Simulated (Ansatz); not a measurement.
`[OH][Cd][Cl]` from Hartree–Fock to CCSD(T)

Cartesian coordinates in Å:
```
O 0.388 -1.411 0.008
Cd -0.053 0.483 -0.238
Cl -0.513 2.658 -0.659
H 0.179 -1.729 0.889
```

The species carries charge 0 and has multiplicity 1. Correlated methods include outer-core shells of Cd, which these sets cover unevenly. Cd: def2 effective core potential. Geometry: relaxed with PBE0-D4/def2-TZVP. It is one conformer, not always the lowest. Frozen core, restricted reference, the Gaussian-basis code of Ansatz.

```json
{"basis": "def2-SVP", "HF (Eh)": "-701.61306", "MP2 corr.": "-0.69202", "CCSD corr.": "?", "(T)": "?", "CCSD(T) total": "?"}
{"basis": "def2-TZVPP", "HF (Eh)": "-701.91022", "MP2 corr.": "-1.14428", "CCSD corr.": "?", "(T)": "-0.03711", "CCSD(T) total": "?"}
{"basis": "def2-QZVPP", "HF (Eh)": "-701.93155", "MP2 corr.": "?", "CCSD corr.": "–", "(T)": "–", "CCSD(T) total": "–"}
```

(1) Fill in the withheld values. (An estimate is asked.)

Results:

(1) The calculation gave: def2-SVP CCSD corr.: -0.69224; def2-SVP (T): -0.01556; def2-SVP CCSD(T) total: -702.32086; def2-TZVPP CCSD corr.: -1.12763; def2-TZVPP CCSD(T) total: -703.07496; def2-QZVPP MP2 corr.: -1.26947.
